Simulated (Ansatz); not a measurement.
C₄H₁₂W, SMILES [CH3][W]([CH3])([CH3])[CH3], multiplicity 1. Atoms are numbered in the order given.

```xyz
17

W     -0.0034     0.0086    -0.0034
C     -0.4800    -0.7603     1.8662
C     -0.1048     2.0732     0.1976
C     -1.3140    -0.6773    -1.4612
C      1.8852    -0.6009    -0.6165
H      0.2275    -0.5815     2.6976
H     -0.3733    -1.8285     1.5587
H     -1.5132    -0.6226     2.2366
H      0.1709     2.2843    -0.8638
H      0.6454     2.5701     0.8410
H     -1.0956     2.5299     0.3808
H     -1.4540    -1.7701    -1.5615
H     -2.2272    -0.2660    -0.9672
H     -1.2510    -0.2282    -2.4701
H      2.1049    -1.6850    -0.6227
H      2.4169    -0.1557     0.2587
H      2.3076    -0.1425    -1.5304
```
Charge 0, spin multiplicity 1.

The structure is a stationary point at PBE0-D3(BJ)/def2-SVP. The spin state was assumed, not searched. The def2 effective core potentials stand for the cores of W; spin–orbit coupling is left out.

Two levels are set side by side: PBE-D3(BJ)/def2-SVP (Ansatz, a quantum-chemistry and plane-wave program) and PBE0-D3(BJ)/def2-SVP (Ansatz). Each level has its own optimised geometry; the coordinates shown are those of the second. Differences are taken from unrounded values.

```json
[
 {"quantity": "mean bond length (Å)", "PBE0-D3(BJ)": "1.352"},
 {"quantity": "bond W1–C2 (Å)", "PBE0-D3(BJ)": "2.077"},
 {"quantity": "bond W1–C3 (Å)", "PBE0-D3(BJ)": "2.077"},
 {"quantity": "bond W1–C4 (Å)", "PBE0-D3(BJ)": "2.077"},
 {"quantity": "bond W1–C5 (Å)", "PBE0-D3(BJ)": "2.077"},
 {"quantity": "bond C2–H6 (Å)", "PBE0-D3(BJ)": "1.106"},
 {"quantity": "bond C2–H7 (Å)", "PBE0-D3(BJ)": "1.117"},
 {"quantity": "bond C2–H8 (Å)", "PBE0-D3(BJ)": "1.106"},
 {"quantity": "bond C3–H9 (Å)", "PBE0-D3(BJ)": "1.117"},
 {"quantity": "bond C3–H10 (Å)", "PBE0-D3(BJ)": "1.106"},
 {"quantity": "bond C3–H11 (Å)", "PBE0-D3(BJ)": "1.106"},
 {"quantity": "bond C4–H12 (Å)", "PBE0-D3(BJ)": "1.106"},
 {"quantity": "bond C4–H13 (Å)", "PBE0-D3(BJ)": "1.117"},
 {"quantity": "bond C4–H14 (Å)", "PBE0-D3(BJ)": "1.106"},
 {"quantity": "bond C5–H15 (Å)", "PBE0-D3(BJ)": "1.106"},
 {"quantity": "bond C5–H16 (Å)", "PBE0-D3(BJ)": "1.117"},
 {"quantity": "bond C5–H17 (Å)", "PBE0-D3(BJ)": "1.106"}
]
```

Q: What does PBE-D3(BJ) give, and how far is it from PBE0-D3(BJ)? (Estimate from the structure and the level; the computed values follow.)

A: 
```
quantity              PBE-D3(BJ)  PBE-D3(BJ) minus PBE0-D3(BJ)
--------------------  ----------  ----------------------------
mean bond length (Å)       1.359                         0.008
bond W1–C2 (Å)             2.080                         0.003
bond W1–C3 (Å)             2.080                         0.003
bond W1–C4 (Å)             2.080                         0.003
bond W1–C5 (Å)             2.080                         0.003
bond C2–H6 (Å)             1.116                         0.009
bond C2–H7 (Å)             1.126                         0.009
bond C2–H8 (Å)             1.116                         0.009
bond C3–H9 (Å)             1.126                         0.009
bond C3–H10 (Å)            1.116                         0.009
bond C3–H11 (Å)            1.116                         0.009
bond C4–H12 (Å)            1.116                         0.009
bond C4–H13 (Å)            1.126                         0.009
bond C4–H14 (Å)            1.116                         0.009
bond C5–H15 (Å)            1.116                         0.009
bond C5–H16 (Å)            1.126                         0.009
bond C5–H17 (Å)            1.116                         0.009
```

GGA bonds tend to be longer and softer than those of functionals with exact exchange. Differences between two approximate levels are no errors against the true value.
